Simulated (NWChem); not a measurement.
Species: SiHOCl₂F; SMILES O[Si](F)(Cl)Cl

```xyz
6

O     -1.3305    -0.1978    -1.3101
Si    -0.3476    -0.0365     0.0023
F     -1.2093     0.0184     1.3760
Cl     0.8630    -1.6762     0.0631
Cl     0.7486     1.7001    -0.0718
H     -1.8256     0.5992    -1.5713
```
Atoms are numbered in this order, from 1.

Program: NWChem. The geometry was optimised at PBE-D3(BJ)/def2-SVP. Level: PBE0/def2-SVP with SMD (1 M gas to 1 M solution), gas-phase geometry. Reactions with the solvent are ignored.

```
solvent                dielectric constant  solvation free energy (kcal/mol)  cavity-dispersion-structure term (kcal/mol)  dipole in solution (D)
---------------------  -------------------  --------------------------------  -------------------------------------------  ----------------------
water                                 78.4                              -4.3                                          2.2                    2.36
1-octanol                             9.86                              -6.6                                         -1.0                    2.31
dichloromethane                       8.93                              -6.0                                         -1.9                    2.25
1,4-dioxane                           2.21                              -3.7                                         -1.8                    2.06
toluene                               2.37                              -4.5                                            …                    2.07
N,N-dimethylformamide                 37.2                              -5.3                                         -1.7                    2.23
```

Question: Fill in the missing entries.

Answer: 
- toluene, cavity-dispersion-structure term (kcal/mol): -2.4
